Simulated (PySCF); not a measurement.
Species: C3H6BF3.
Numbering: `[CH3:1][BH:2][CH2:3][C:4]([F:5])([F:6])[F:7]` (hydrogens: H8, H9, H10 on C1; H11 on B2; H12, H13 on C3)

Geometry (PBE0-D3(BJ)/def2-SVP, Å), atoms numbered from 1 in this order:
```
atom  x, y, z in Å
C1     1.9873   -0.7064   -0.0751
B2     0.4331   -0.6522   -0.1804
C3    -0.3651    0.6731    0.1048
C4    -1.8611    0.5634    0.0870
F5    -2.4599    1.7311    0.3583
F6    -2.2970   -0.3188    0.9956
F7    -2.3111    0.1608   -1.1072
H8     2.4895    0.2445    0.1552
H9     2.2488   -1.4408    0.7096
H10    2.4168   -1.1302   -0.9995
H11   -0.1677   -1.6576   -0.4887
H12   -0.0512    1.0996    1.0727
H13   -0.0595    1.4198   -0.6502
```

Jobs on this species (13 atoms, 56 electrons) with PySCF (density fitting). Hardware of each: one thread of an Arm Neoverse V2, on a shared host. The host was shared with other jobs, so the times are rough. Peak memory is the resident size of the whole Python process, interpreter and libraries included.

```json
{"level and settings": "delta-SCF UKS SCAN, pcX-2 on the ionised atom, pcseg-1 elsewhere, non-relativistic", "work": "ΔSCF core ionisation, 5 holes", "basis functions": "159", "SCF cycles": "?", "wall time": "?", "peak memory": "?"}
{"level and settings": "delta-SCF UKS PBE, pcX-2 on the ionised atom, pcseg-1 elsewhere, spin-free X2C", "work": "ΔSCF core ionisation, 5 holes", "basis functions": "159", "SCF cycles": "?", "wall time": "?", "peak memory": "?"}
{"level and settings": "delta-SCF UKS PBE0, pcX-2 on the ionised atom, pcseg-1 elsewhere, spin-free X2C", "work": "ΔSCF core ionisation, 5 holes", "basis functions": "159", "SCF cycles": "?", "wall time": "?", "peak memory": "?"}
{"level and settings": "PBE0-D3(BJ)/def2-SVP, grid level 1", "work": "geometry optimisation from a GFN2-xTB start shaken at random", "basis functions": "128", "SCF cycles": "106", "wall time": "1.8 min", "peak memory": "0.49 GiB"}
{"level and settings": "delta-SCF UKS SCAN, pcX-1 on the ionised atom, pcseg-1 elsewhere, spin-free X2C", "work": "ΔSCF core ionisation, 5 holes", "basis functions": "138", "SCF cycles": "82", "wall time": "32 s", "peak memory": "0.52 GiB"}
{"level and settings": "delta-SCF UKS HF, pcX-2 on the ionised atom, pcseg-1 elsewhere, spin-free X2C", "work": "ΔSCF core ionisation, 5 holes", "basis functions": "159", "SCF cycles": "70", "wall time": "28 s", "peak memory": "0.53 GiB"}
{"level and settings": "delta-SCF UKS B3LYP, pcX-2 on the ionised atom, pcseg-1 elsewhere, spin-free X2C", "work": "ΔSCF core ionisation, 5 holes", "basis functions": "159", "SCF cycles": "76", "wall time": "47 s", "peak memory": "0.70 GiB"}
{"level and settings": "delta-SCF UKS SCAN, pcX-2 on the ionised atom, pcseg-1 elsewhere, spin-free X2C", "work": "ΔSCF core ionisation, 5 holes", "basis functions": "159", "SCF cycles": "83", "wall time": "40 s", "peak memory": "0.61 GiB"}
{"level and settings": "delta-SCF UKS SCAN, def2-TZVP on the ionised atom, pcseg-1 elsewhere, spin-free X2C", "work": "ΔSCF core ionisation, 5 holes", "basis functions": "145", "SCF cycles": "82", "wall time": "36 s", "peak memory": "0.52 GiB"}
```

Task: Fill in the missing figures.

Result: 
- delta-SCF UKS SCAN, pcX-2 on the ionised atom, pcseg-1 elsewhere, non-relativistic; ΔSCF core ionisation, 5 holes: 38 s, 0.61 GiB, 83 SCF cycles
- delta-SCF UKS PBE, pcX-2 on the ionised atom, pcseg-1 elsewhere, spin-free X2C; ΔSCF core ionisation, 5 holes: 24 s, 0.57 GiB, 79 SCF cycles
- delta-SCF UKS PBE0, pcX-2 on the ionised atom, pcseg-1 elsewhere, spin-free X2C; ΔSCF core ionisation, 5 holes: 45 s, 0.61 GiB, 75 SCF cycles

Task: What do all jobs in the table cost together?

Result: About 6.6 min; the longest takes about 27 % of that, and about 4.5 times as long as the shortest.
